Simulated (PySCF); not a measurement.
**Ba⁵¹⁺: ionisation energy**

Ba⁵¹⁺ [He] 2s2 2p1 (2P) → Ba⁵²⁺ [He] 2s2 (1S), as a difference of total energies. Computed with PySCF 2.14 in an uncontracted even-tempered set (17 s from 26 bohr⁻², ratio 2.2; 10 p from 33 bohr⁻², ratio 2.2; 5 d from 130 bohr⁻², ratio 2.4; 5 f from 190 bohr⁻², ratio 2.4; 4 g from 280 bohr⁻², ratio 2.4), with the non-relativistic Hamiltonian (point nucleus). Correlated levels: nothing frozen; virtual orbitals above 40 to 60 times the deepest correlated orbital energy dropped. The calculations carry no spin-orbit coupling.

```csv
method,ionisation energy (eV),plus first-order spin-orbit estimate,difference from reference of that sum (eV)
UHF,9528.3,9751.8,-271.2
LDA,9521.3,9744.8,-278.2
PBE,9529.4,9753.0,-270.0
PBE0,9529.4,9752.9,-270.1
r2SCAN,9531.6,9755.2,-267.8
r2SCANh,9531.4,9754.9,-268.1
M06,9528.5,9752.0,-271.0
MP2 (all electrons),9525.8,9749.4,-273.6
SCS-MP2 (all electrons),9525.1,9748.7,-274.3
```

Reference: 10023 ± 4 eV (theoretical estimate listed by NIST; NIST Atomic Spectra Database, ionization energies).

A first-order spin-orbit estimate (lowest level to lowest level, LS coupling) adds 223.5 eV.

The gap to the reference is mostly relativistic.

First order in ζ underestimates the shift of j = l − 1/2 levels at high Z.
